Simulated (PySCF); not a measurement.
## First-order multiplets

Molfile (atoms numbered from 1):
```
C6H10O
     RDKit          3D

 17 16  0  0  0  0  0  0  0  0999 V2000
    2.8352   -0.3304   -0.3963 C   0  0  0  0  0  0  0  0  0  0  0  0
    1.5681   -0.6422   -0.1129 C   0  0  0  0  0  0  0  0  0  0  0  0
    0.5192    0.4186   -0.0371 C   0  0  0  0  0  0  0  0  0  0  0  0
    0.7903    1.5894   -0.1888 O   0  0  0  0  0  0  0  0  0  0  0  0
   -0.9035   -0.0538    0.2159 C   0  0  0  0  0  0  0  0  0  0  0  0
   -1.4251   -0.7577   -1.0416 C   0  0  0  0  0  0  0  0  0  0  0  0
   -1.8013    1.0941    0.6419 C   0  0  0  0  0  0  0  0  0  0  0  0
    3.0998    0.7159   -0.5790 H   0  0  0  0  0  0  0  0  0  0  0  0
    3.6222   -1.0865   -0.4493 H   0  0  0  0  0  0  0  0  0  0  0  0
    1.2687   -1.6781    0.0772 H   0  0  0  0  0  0  0  0  0  0  0  0
   -0.8489   -0.8064    1.0247 H   0  0  0  0  0  0  0  0  0  0  0  0
   -2.4279   -1.1736   -0.8615 H   0  0  0  0  0  0  0  0  0  0  0  0
   -1.4981   -0.0442   -1.8773 H   0  0  0  0  0  0  0  0  0  0  0  0
   -0.7707   -1.5833   -1.3607 H   0  0  0  0  0  0  0  0  0  0  0  0
   -2.8291    0.7422    0.8162 H   0  0  0  0  0  0  0  0  0  0  0  0
   -1.4345    1.5678    1.5639 H   0  0  0  0  0  0  0  0  0  0  0  0
   -1.8234    1.8714   -0.1358 H   0  0  0  0  0  0  0  0  0  0  0  0
  1  2  2  0
  2  3  1  0
  3  4  2  0
  3  5  1  0
  5  6  1  0
  5  7  1  0
  1  8  1  0
  1  9  1  0
  2 10  1  0
  5 11  1  0
  6 12  1  0
  6 13  1  0
  6 14  1  0
  7 15  1  0
  7 16  1  0
  7 17  1  0
M  END
```

PySCF 2.14 calculation with NMR shieldings at PBE0/pcSseg-1/GIAO, structure optimised with PBE0-D3(BJ)/def2-SVP and J couplings at B3LYP/pcJ-1 (without the spin–dipole term); no relativistic terms, one conformer, gas phase, fast rotation and ring inversion assumed for equivalent nuclei.

Shifts are taken against calculated references (same method and geometry level): ¹H against TMS.

Spectrometer: 400 MHz for ¹H. First-order analysis; couplings under 1 Hz (under 4 Hz in carbon signals) are ignored, and nearly equal couplings are merged; the smaller ones broaden or split the lines further.

Q: What pattern does H8 show (¹H)?

A: A doublet of doublets at δ 7.01: 18.2 Hz to H10 (1 × ¹H, 3 bonds away), 3.1 Hz to H9 (1 × ¹H, 2 bonds away). Lines in Hz from the centre (relative intensity): +10.7 (1), +7.5 (1), -7.5 (1), -10.7 (1). The outer lines are 21.3 Hz apart, the sum of the couplings kept, or 0.053 ppm at this field.

Q: What pattern does H9 show (¹H)?

A: A doublet of doublets at δ 5.99: 11.0 Hz to H10 (1 × ¹H, 3 bonds away), 3.1 Hz to H8 (1 × ¹H, 2 bonds away). Lines in Hz from the centre (relative intensity): +7.0 (1), +4.0 (1), -4.0 (1), -7.0 (1). The outer lines are 14.1 Hz apart, the sum of the couplings kept, or 0.035 ppm at this field.

Q: What pattern does H10 show (¹H)?

A: A doublet of doublets at δ 6.55: 18.2 Hz to H8 (1 × ¹H, 3 bonds away), 11.0 Hz to H9 (1 × ¹H, 3 bonds away). Lines in Hz from the centre (relative intensity): +14.6 (1), +3.6 (1), -3.6 (1), -14.6 (1). The outer lines are 29.2 Hz apart, the sum of the couplings kept, or 0.073 ppm at this field.

Q: What pattern does H11 show (¹H)?

A: A septet at δ 2.21: 7.7 Hz to H12/H13/H14/H15/H16/H17 (6 × ¹H, 3 bonds away). Lines in Hz from the centre (relative intensity): +23.1 (1), +15.4 (6), +7.7 (15), +0.0 (20), -7.7 (15), -15.4 (6), -23.1 (1). The outer lines are 46.2 Hz apart, the sum of the couplings kept, or 0.116 ppm at this field.

Unscaled 3J(H,H) at this level run about 10 % above measured values.
